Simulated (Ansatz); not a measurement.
`C[NH][AlH][OH]` + HCl → `[OH][AlH][Cl]` + CH₃NH₂  (ligand exchange at the Al–N bond)

Program: Ansatz. Geometries: PBE0-D4/def2-TZVP. ΔE: electronic, gas phase. CBS: MP2 limit from def2 TZ/QZ plus the TZ coupled-cluster correction, frozen cores. This one scheme is used for every species. DFT in def2-TZVPP. One conformer a species, not always the lowest.

**Question.** Is it downhill or uphill in electronic energy at CCSD(T)/CBS, and by how much? (Best estimate.)

**Answer.** Ansatz gave: Downhill: ΔE = -0.82 eV.

**Question.** What do these levels give: PBE-D4, BLYP-D4, r2SCANh-D4, CCSD(T)/def2-SVP, MP2/CBS(def2), CCSD/CBS(def2)? (Best estimate.)

**Answer.** Computed: PBE-D4 -0.81, BLYP-D4 -0.76, r2SCANh-D4 -0.85, CCSD(T)/def2-SVP -0.81, MP2/CBS(def2) -0.84, CCSD/CBS(def2) -0.83 eV.

**Question.** What do rigid-rotor, harmonic-oscillator terms from PBE0-D4/def2-TZVP frequencies (298.15 K, 1 bar) make of the CCSD(T)/CBS value? (An estimate is asked.)

**Answer.** Ansatz gave: ΔZPE = +0.13 eV, ΔH = -0.72 eV, ΔS = 15 J/(mol·K), ΔG = -0.77 eV.

Largest T1 diagnostic among the species: 0.011.

From PBE to PBE0 (25 % exact exchange), in def2-TZVPP and without D4, ΔE moves by −0.04 eV. Leaving LDA and LC-ωPBE aside and taking each functional with its dispersion term where it has one, the values, not all of them listed here, spread over 0.11 eV, from r2SCAN0-D4 to BLYP-D4. LDA lies +0.10 eV from PBE without D4. In def2-TZVPP, CCSD(T) changes the Hartree–Fock value by +0.17 eV (the triples alone add +0.01 eV) and MP2 by +0.15 eV.
